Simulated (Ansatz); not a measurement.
Basis-set extrapolation for C2H2BFO, SMILES `FB1C=CO1` (PBE0-D4/def2-TZVP geometry, frozen core, Ansatz 0.2.0). Multiplicity 1, RHF reference.

```
                      def2-TZVPP   def2-QZVPP
                 HF  -276.040486  -276.052814
    MP2 correlation    -0.874980    -0.943925
CCSD(T) correlation    -0.925808      not run
```

Energies in hartree. Use E(X) = E(∞) + A·exp(−7.88·√X) for Hartree–Fock and E(X) = E(∞) + B·X^(−2.97) for correlation, with X = 3 and 4, and add CCSD(T) minus MP2 of the smaller set to the MP2 limit.

Task: What is the CCSD(T) energy at the basis-set limit?

Result: HF limit: -276.052814 + (-0.012328) × 0.13774 = -276.05451. MP2 limit: -0.943925 + (-0.068945) × 0.74074 = -0.99500. Higher-order term: -0.925808 − (-0.874980) = -0.05083. Total: -277.10034 hartree, 351.9 kJ/mol below CCSD(T)/def2-TZVPP.
